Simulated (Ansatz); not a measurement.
Relaxation of AlBrClH₅OSi (10 atoms, charge 0, multiplicity 1), to a largest force component of 0.03 eV/Å in at most 50 steps.

These are results of RHF/def2-SVP in Ansatz, not measurements.

```xyz
10
Properties=species:S:1:pos:R:3
Al 0.007 0.628 -0.644
O -0.383 0.197 2.260
Si -1.427 -0.533 3.340
H -2.079 -1.644 2.613
H -0.682 -1.060 4.510
H -2.430 0.452 3.810
H 1.245 -0.279 -0.907
Cl -1.921 0.115 -1.295
Br 0.309 2.810 0.243
H -0.125 1.124 2.381
```

**Question.** Where does it end, and by what steps?

**Answer.** The forces met the threshold. After 18 steps the energy has fallen by 0.905 eV; Cl8 moved furthest, 0.96 Å. Joined: Al1–O2 (2.96 → 1.95 Å).

```csv
step,energy less start (eV),largest force component (eV/Å),accepted
0,0.0000,1.227,yes
1,-0.2358,0.662,yes
2,-0.4575,0.961,yes
3,-0.7277,0.712,yes
4,-0.7638,1.373,yes
5,-0.8360,0.495,yes
6,-0.8549,0.402,yes
7,-0.8550,0.577,yes
8,-0.8846,0.170,yes
9,-0.8893,0.100,yes
10,-0.8966,0.117,yes
11,-0.8999,0.078,yes
12,-0.9022,0.055,yes
13,-0.9034,0.046,yes
14,-0.9039,0.051,yes
15,-0.9043,0.054,yes
16,-0.9045,0.050,yes
17,-0.9046,0.042,yes
18,-0.9047,0.019,yes
```

```xyz
10
Properties=species:S:1:pos:R:3
Al -0.192 0.593 0.062
O -0.331 0.432 2.005
Si -1.373 -0.554 2.971
H -1.503 -1.816 2.239
H -0.662 -0.715 4.251
H -2.646 0.151 3.161
H 0.793 -0.530 -0.406
Cl -2.261 0.313 -0.421
Br 0.588 2.766 0.019
H 0.101 1.168 2.431
```

The run took 45 s on 4 threads of Intel(R) Xeon(R) Platinum 8259CL CPU @ 2.50GHz (Skylake/Cascade Lake), on a shared host, peak memory 0.34 GiB.
